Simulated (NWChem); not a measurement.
# SiCl$_{3}$ cation

```xyz
4

Cl     1.3883     1.3883     0.0000
Si     0.0000     0.0000     0.0000
Cl     0.5082    -1.8965     0.0000
Cl    -1.8965     0.5082     0.0000
```
Atoms are numbered in this order, from 1.

Computed with NWChem. Structure relaxed at the PBE0/def2-SVP level. Level: PBE/def2-SVP with SMD (1 M gas to 1 M solution), gas-phase geometry. Reactions with the solvent are ignored.

```tsv
solvent	dielectric constant	solvation free energy (kcal/mol)	cavity-dispersion-structure term (kcal/mol)
water	78.4	-51.2	1.1
dimethyl sulfoxide	46.8	-53.3	-1.5
diethyl ether	4.24	-43.5	-3.1
dichloromethane	8.93	(withheld)	-3.0
```

Problem. Some entries are withheld; supply them.

Solution. 
- dichloromethane, solvation free energy (kcal/mol): -50.0
